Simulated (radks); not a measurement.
The numbers below are computed, except where a source is named.
Dynamic dipole polarisability and lines of the bromine ion Br23+, [Ne] 3s2. Code: a radial shooting solver on a logarithmic mesh with Libxc functionals. Model: scalar-relativistic Kohn-Sham, exchange-only LDA, spin-polarised, spherical densities, finite nucleus; Fermi nuclear charge, rms radius of each element as measured or else 0.836 A^(1/3) + 0.57 fm. Time-dependent linear response with the Hartree and adiabatic exchange-only LDA kernel, continuum included through the Sternheimer equations, no spin-orbit coupling, so fine structure and intercombination lines are absent. Lines are the poles of the dipole polarisability below minus the highest occupied eigenvalue, found on a grid refined at the orbital gaps; the lowest seven at most are given, and weak or close lines can be missed. The first line takes the name of the lowest orbital gap if no other gap lies below it; otherwise a line is named after a gap within 0.6 % of it, if that gap stands alone.

| photon energy (eV) | alpha (bohr^3) |
|---|---|
| 0 | 0.08384 |
| 17.176 | 0.08842 |
| 120.23 | -0.04560 |
| 223.29 | -0.006174 |
| 326.35 | 0.00008357 |
| 429.40 | 0.004154 |
| 532.46 | -0.04837 |
| 635.52 | -0.001116 |
| 738.57 | -0.005355 |
| 841.63 | -0.001691 |
| 944.69 | 0.001023 |

Lines (eV, oscillator strength): 74.015 (16.75 nm, 3s-3p), f = 0.595; 524.75 (2.363 nm, 3s-4p), f = 0.542; 724.25 (1.712 nm, 3s-5p), f = 0.158; 827.27 (1.499 nm, 3s-6p), f = 0.0707; 887.62 (1.397 nm, 3s-7p), f = 0.0386; 926.04 (1.339 nm, 3s-8p), f = 0.0237; 952.01 (1.302 nm, unassigned), f = 0.0157. Higher lines, where found, are left out when the end of the mesh affects them. Those listed give 98 % of the static polarisability (sum of f/w^2). Orbital energy gaps for comparison: 3s-3p 60.541 eV; 3s-4p 525.33 eV; 3s-5p 724.37 eV; 3s-6p 827.27 eV; 3s-7p 887.59 eV.
